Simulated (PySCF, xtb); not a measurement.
1-methylcyclopentene (C6H10), SMILES CC1=CCCC1. One conformer was computed; it need not be the lowest.

Harmonic wavenumbers (cm⁻¹) from xtb with GFN2-xTB at its own minimum, in rising order: 112, 129, 232, 315, 418, 578, 654, 784, 832, 890, 918, 971, 985, 997, 1040, 1076, 1101, 1119, 1171, 1197, 1222, 1253, 1294, 1306, 1329, 1402, 1474, 1479, 1481, 1484, 1500, 1740, 2932, 2936, 2976, 2981, 2991, 2994, 3009, 3011, 3043, 3112.

### Question
What does r2SCAN-D4/def2-SVP in PySCF give at its own minimum? (The exact figures need the calculation; the answer reports its results.)

### Answer
155, 181, 245, 322, 439, 578, 646, 800, 831, 877, 897, 921, 941, 1004, 1013, 1038, 1071, 1135, 1166, 1216, 1243, 1258, 1311, 1319, 1349, 1389, 1445, 1447, 1451, 1456, 1472, 1719, 2992, 2993, 3012, 3045, 3058, 3066, 3083, 3112, 3137, 3180. Paired by order, the mean absolute difference is 33 cm⁻¹ and the zero-point energies are 89.3 and 90.1 kcal/mol.
